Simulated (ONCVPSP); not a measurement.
**What one change does to a pseudopotential (arsenic (As), ONCV)**

| Property | Result |
| --- | --- |
| Element | arsenic (As) |
| Generator | ONCVPSP 4.0.1 |
| Type | optimised norm-conserving Vanderbilt (ONCV) |
| Functional | LDA (Perdew-Zunger) |
| Relativity | scalar-relativistic |
| Frozen core | [Ar] |
| Valence charge | 15 |
| Reference configuration | 3d10 4s1.5 4p3.5 |
| Partial waves | 4s: rc 1.40 bohr, ncon 4, nbas 7, qcut 4.8 1/bohr, 2 projectors, debl 1.3 Ha; 4p: rc 1.55 bohr, ncon 4, nbas 7, qcut 5.7 1/bohr, 2 projectors, debl 2.3 Ha; 3d: rc 0.80 bohr, ncon 4, nbas 8, qcut 15.5 1/bohr, 2 projectors, debl 1.7 Ha |
| Local potential | polynomial inside 0.60 bohr (lpopt 5, dvloc0 0 Ha) |
| Core correction | none |

Change: p: qcut 6.8.

Cutoffs: the cutoffs (Ha) at which the residual kinetic energy of the hardest occupied pseudo-wave falls to 1 and 0.1 mHa per electron; they do not see the model core or the augmentation charge, which bear on the density cutoff. Errors are all-electron minus pseudo energies relative to the spin-unpolarised reference configuration.

Question: What does the change do?

Answer: The potential gets neither clearly harder nor softer (159 Ha and 366 Ha → 159 Ha and 366 Ha); the bound ghosts move from s to p, s; the lowest positive-energy flag moves from p at 2.8 eV to none; the number of tests with a reliable result goes from 3 to 4; of the 3 tests that both files solve, the error grows in 1 and shrinks in 0 by more than 15 % and 0.3 meV (median size 0.3 → 0.3 meV); the range in which the p phases agree widens (upper end 0.1 → at the end of the scan).

| quantity | base | changed |
| --- | --- | --- |
| cutoff, loose | 159 Ha | 159 Ha |
| cutoff, tight | 366 Ha | 366 Ha |
| loose cutoff by channel | s 10 Ha, p 8.7 Ha, d 159 Ha | s 10 Ha, p 8.4 Ha, d 159 Ha |
| bound ghosts | s | s, p |
| GHOST(+) flags under 300 eV | p at 2.8 eV | none |
| tests with a reliable result | 3 of 4 | 4 of 4 |
| error for 3d10 4s2 4p3, meV [ΔE -4.71 eV] | +0.4 | +0.3 |
| error for 3d10 4s2 4p2, meV [ΔE 4.62 eV] | -0.3 | -1.1 |
| error for 3d10 4s2 4p2.5, meV [ΔE -1.07 eV] | -0.2 | -0.2 |
| s: phases at 1.42 bohr within 0.05 rad from the reference energy up to (Ha; the scan ends near 5) | to the end of the scan | to the end of the scan |
| p: phases at 1.57 bohr within 0.05 rad from the reference energy up to (Ha; the scan ends near 5) | 0.1 | to the end of the scan |
| d: phases at 0.81 bohr within 0.05 rad from the reference energy up to (Ha; the scan ends near 5) | to the end of the scan | to the end of the scan |

 A true bound ghost makes a file unfit for plane-wave use even where its test errors are small: the radial tests pick states by their node count and pass the ghost by.
